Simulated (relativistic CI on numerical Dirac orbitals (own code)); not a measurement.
## Crystal-field levels of Zn3+, 3d9

Calculated by Dirac-Coulomb-Breit CI, KLI orbitals optimised for each configuration, model QED (radiative potential, 1s self-energy scaled to tabulated hydrogen-like ionisation energies), valence Slater integrals scaled by 0.8, one configuration in a parametric crystal field (own radial code).

Field parameters in Wybourne normalisation: D4h B²₀ = −7Ds, B⁴₀ = 21(Dq − Dt), B⁴₄ = 21√(5/14) Dq. The field is a parameter set, without covalency.

S is read from ⟨S²⟩ = S(S + 1).

Levels (cm⁻¹, degeneracy): 0 (2), 1303 (2), 17984 (2), 19587 (2), 19813 (2).

Task: Which field gives this pattern?
A. D4h, 10Dq = 19200, Ds = -1500, Dt = 150 cm⁻¹
B. D4h, 10Dq = 19200, Ds = 550, Dt = 150 cm⁻¹
C. D4h, 10Dq = 19200, Ds = -680, Dt = 150 cm⁻¹
D. D4h, 10Dq = 19200, Ds = 140, Dt = 150 cm⁻¹

Result: D. D4h, 10Dq = 19200, Ds = 140, Dt = 150 cm⁻¹, ground level with S = 0.50.
